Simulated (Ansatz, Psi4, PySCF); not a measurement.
Sb, charge -1, triplet (core potentials on Sb) (in this run its highest filled SCF level lies above zero, so its values depend strongly on the basis, on diffuse functions most of all). Base run: B3LYP/def2-SVP (PySCF).

PySCF was given this input:
```python
from pyscf import gto, scf, dft

mol = gto.Mole()
mol.atom = '''
    Sb    0.00000000    0.00000000    0.00000000
'''
mol.basis = 'def2-svp'
mol.ecp = {'Sb': 'def2-svp'}
mol.charge = -1
mol.spin = 2
mol.verbose = 4
mol.build()

mf = dft.UKS(mol)
mf.xc = 'b3lyp'
mf.kernel()
```

The same geometry, method and basis name were run in Ansatz (a program for electronic structure) and Psi4 and PySCF, at each program's defaults and at the settings that a row names. The base is PySCF at its defaults. Differences at the defaults can come from grids, fitting, cores and function types together.

```csv
code and settings,ΔE vs base (µEh),basis functions,E (Eh),SCF cycles
"PySCF, defaults (exact integrals, its default grid, spherical functions)",0.0,26,-240.30662,8
"Psi4, defaults (density fitting with its default set, its default grid, spherical functions)",-10.8,26,-240.30663,9
"Ansatz, defaults (factorised integrals, its default grid, spherical functions)",0.2,26,-240.30662,-
"PySCF, density fitting with def2-universal-jkfit",-10.3,26,-240.30663,8
"PySCF, fine grid",0.3,26,-240.30662,8
"Psi4, exact integrals, spherical functions, fine grid",-0.1,26,-240.30662,11
"Ansatz, high accuracy",0.2,26,-240.30662,-
```

Open shells are given as the SCF converged; they aren't shown to be the lowest states, and a large step between rows can be another state.
